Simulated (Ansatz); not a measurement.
Consider the formal hydrolysis of the Al–C bond: `[CH3][Al]([OH])[SiH2]O` + H₂O → `O[SiH2][Al]([OH])[OH]` + CH₄.

Gas-phase electronic energies from Ansatz, PBE0-D4/def2-TZVP geometries. CCSD(T)/CBS adds triple-zeta CCSD(T) − MP2 to the extrapolated MP2 energy (def2 sets, frozen cores). This one scheme is used for every species. DFT in def2-TZVPP. B3LYP here is the variant with VWN-RPA as its local correlation; programs differ in this. Each species was taken in one conformer, which may not be the lowest.

Task: Is it downhill or uphill in electronic energy at CCSD(T)/CBS, and by how much? (Best estimate.)

Result: The calculation gave: Downhill: ΔE = -148.6 kJ/mol.

Task: What do these levels give: ωB97X-V, ωB97M-V, B2PLYP, PBE, B3LYP, HF/def2-TZVPP, SCS-MP2/def2-TZVPP, HF/def2-QZVPP, MP2/def2-QZVPP, SCS-MP2/def2-QZVPP, HF/CBS(def2), MP2/CBS(def2)? (Estimate.)

Result: The calculation gave: ωB97X-V -152.0, ωB97M-V -150.5, B2PLYP -157.4, PBE -142.5, B3LYP -156.3, HF/def2-TZVPP -164.2, SCS-MP2/def2-TZVPP -156.7, HF/def2-QZVPP -163.8, MP2/def2-QZVPP -153.2, SCS-MP2/def2-QZVPP -155.4, HF/CBS(def2) -163.8, MP2/CBS(def2) -152.4 kJ/mol.

Largest T1 diagnostic among the species: 0.013.

In def2-TZVPP, CCSD(T) changes the Hartree–Fock value by +13.5 kJ/mol (the triples alone add +1.7 kJ/mol) and MP2 by +9.6 kJ/mol.
